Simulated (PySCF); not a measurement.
Mg(I)(NH2) (H2IMgN), SMILES [Mg]([I])[NH2].

Geometry optimised at PBE0-D3(BJ)/def2-TZVP. The def2 effective core potentials stand for the cores of I; spin–orbit coupling is left out. Other conformers were not sampled.

Level of theory: PySCF with PBE0-D3(BJ)/def2-TZVP.

Frequencies are harmonic and unscaled.

**Question.** Give all harmonic wavenumbers and intensities. (The exact figures need the calculation; the answer reports its results.)

**Answer.** 
```
mode  ν (cm⁻¹)  IR (km/mol)  moving atoms (share of kinetic energy)
----  --------  -----------  --------------------------------------
1          107         23.0                 Mg 62 %, N 19 %, H 16 %
2          116         33.2                         Mg 66 %, N 26 %
3          267         10.5                 Mg 37 %, N 34 %, I 24 %
4          281        121.7                          H 83 %, N 17 %
5          538         71.6                          H 81 %, N 15 %
6          739        138.8                         Mg 48 %, N 45 %
7         1556         17.4                           H 92 %, N 8 %
8         3588          6.0                                  H 96 %
9         3670         12.8                           H 92 %, N 8 %
```
